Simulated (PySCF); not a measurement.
# A series of related molecules

Theory: TDDFT CAM-B3LYP/aug-cc-pVDZ excited states, vertical, gas phase in PySCF 2.14.0. Geometry: PBE0-D3(BJ)/def2-SVP.

Each molecule in one low-energy conformer.

(1) How does the largest two-photon cross section among the few lowest singlets (linear parallel light, single beam, Lorentzian half width 0.1 eV, states within 0.08 eV summed) change along this series?
- Cc1ccncc1C=O (CH replaced by N)
- Cc1cccc(C=O)c1C (H replaced by CH3)
- Cc1ccccc1C(=O)[SiH3] (H replaced by SiH3)
- Cc1cccc(C=O)c1C=O (H replaced by CHO)
- Cc1ccc([SiH3])cc1C=O (H replaced by SiH3)

## Answers

(1) 
| molecule | S1 (eV) | f(S1) | largest σ (GM) | at photon λ (nm) |
| --- | --- | --- | --- | --- |
| Cc1ccncc1C=O | 3.65 | 0.000 | 1.0 | 466 |
| Cc1cccc(C=O)c1C | 3.75 | 0.000 | 1.5 | 488 |
| Cc1ccccc1C(=O)[SiH3] | 3.17 | 0.001 | 21.2 | 393 |
| Cc1cccc(C=O)c1C=O | 3.16 | 0.000 | 1.0 | 417 |
| Cc1ccc([SiH3])cc1C=O | 3.83 | 0.000 | 1.2 | 466 |

The largest two-photon cross section among the few lowest singlets (linear parallel light, single beam, Lorentzian half width 0.1 eV, states within 0.08 eV summed) is lowest for Cc1ccncc1C=O and highest for Cc1ccccc1C(=O)[SiH3].
